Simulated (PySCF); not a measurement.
A PySCF script (with the pyscf-properties extension) for the NMR shieldings of `CC(C)([SiH2]N)[SiH2]C#N`, C4H12N2Si2, on a GFN2-xTB geometry:

```python
import basis_set_exchange as bse
import numpy as np
from pyscf import gto, dft
from pyscf.prop import nmr

atoms = """
C    -0.395028    1.836769   -0.902420
C    -0.083028    0.568285   -0.103658
C    -0.440935    0.817274    1.365233
Si   -1.163227   -0.862038   -0.790143
N    -1.000337   -2.188384    0.287733
Si    1.783688    0.212989   -0.261760
C     2.165562   -1.342950    0.700935
N     2.377660   -2.306811    1.284190
H    -0.167818    1.706551   -1.959085
H    -1.451213    2.090140   -0.816361
H     0.180860    2.687212   -0.535200
H     0.134118    1.648165    1.777288
H    -1.497627    1.065787    1.460083
H    -0.249030   -0.065073    1.971977
H    -2.580809   -0.496436   -0.739646
H    -0.769029   -1.094264   -2.192450
H    -1.566329   -3.005181    0.129797
H    -0.087745   -2.464957    0.614618
H     2.608086    1.264182    0.346916
H     2.197033   -0.060581   -1.641082
"""
names = dict.fromkeys(["C", "Si", "N", "H"], "pcSseg-1")
basis = {el: gto.basis.parse(bse.get_basis(n, elements=[el], fmt="nwchem")) for el, n in names.items()}
mol = gto.M(atom=atoms, basis=basis, charge=0, verbose=0)
mf = dft.RKS(mol, xc="PBE0")
mf.grids.level = 2
mf.grids.alignment = dft.numint.BLKSIZE   # the property module wants whole blocks of grid points
mf.conv_tol = 1e-9
mf.kernel()

calc = nmr.RKS(mf)   # GIAO
C = mf.mo_coeff
Co = C[:, mf.mo_occ > 0]
resp = mf.gen_response(singlet=True, hermi=2)
def vind(x):   # induced exchange potential for any number of trial vectors
    d = np.einsum("pi,xij,qj->xpq", C, 2 * x.reshape(-1, C.shape[1], Co.shape[1]), Co, optimize=True)
    return np.einsum("xpq,pi,qj->xij", resp(d - d.transpose(0, 2, 1)), C, Co, optimize=True).ravel()
mo1, _ = nmr.rhf.solve_mo1(calc, with_cphf=vind)
sigma = calc.kernel(mo1)
for i, s in enumerate(sigma):   # ppm
    w = np.linalg.eigvalsh((s + s.T) / 2)
    print("%2d %-2s iso %8.1f  s11 %8.1f  s22 %8.1f  s33 %8.1f" % (i, mol.atom_pure_symbol(i), w.mean(), *w))
```

**Question.** Give the expected output.

**Answer.** 
```
 0 C  iso    166.1  s11    152.6  s22    155.7  s33    190.0
 1 C  iso    176.4  s11    166.9  s22    180.0  s33    182.2
 2 C  iso    162.5  s11    151.5  s22    152.1  s33    183.9
 3 Si iso    371.3  s11    331.9  s22    348.6  s33    433.3
 4 N  iso    258.0  s11    222.4  s22    253.1  s33    298.4
 5 Si iso    408.4  s11    355.7  s22    393.6  s33    475.9
 6 C  iso     59.5  s11    -59.4  s22    -49.1  s33    286.9
 7 N  iso    -97.4  s11   -292.4  s22   -291.8  s33    291.8
 8 H  iso     30.5  s11     25.9  s22     27.9  s33     37.8
 9 H  iso     30.5  s11     26.0  s22     28.1  s33     37.6
10 H  iso     30.6  s11     26.1  s22     28.3  s33     37.5
11 H  iso     30.6  s11     26.3  s22     28.2  s33     37.2
12 H  iso     30.4  s11     26.1  s22     27.7  s33     37.4
13 H  iso     29.5  s11     24.9  s22     28.6  s33     35.0
14 H  iso     27.2  s11     23.8  s22     25.7  s33     32.2
15 H  iso     26.7  s11     23.4  s22     24.9  s33     31.7
16 H  iso     31.6  s11     23.6  s22     26.7  s33     44.5
17 H  iso     30.4  s11     20.6  s22     28.2  s33     42.3
18 H  iso     27.6  s11     24.1  s22     25.8  s33     32.8
19 H  iso     27.3  s11     24.1  s22     25.2  s33     32.7
```

These numbers come from an equivalent density-fitted implementation of the same equations, which agrees with the script to about 0.01 ppm for H and up to a few tenths of a ppm for heavy atoms, so last digits may differ.

**Question.** Turn these shieldings into chemical shifts. References, each an isolated molecule treated in the same way: ¹³C (186.93 ppm), ²⁹Si (349.16 ppm), ¹H (31.72 ppm) against TMS; ¹⁵N (267.73 ppm) vs NH3.

**Answer.** Averaging equivalent atoms: C 6: 127.5; C 0/2: 22.6; C 1: 10.5; Si 3: -22.1; Si 5: -59.2; N 7: 365.2; N 4: 9.8; H 14/15: 4.79; H 18/19: 4.26; H 8/9/10/11/12/13: 1.36; H 16/17: 0.73 ppm. Experimental scales use liquid or dissolved standards, which lie at an offset from isolated NH3 (liquid NH3: subtract about 20 ppm). Unscaled 15N shifts of sp2 nitrogen come out 20 to 40 ppm too high even then.

Size and cost of the density-fitted run: 210 basis functions, 89 s wall time on 1 thread of an Arm Neoverse N1, shared host; peak memory 1 GiB.
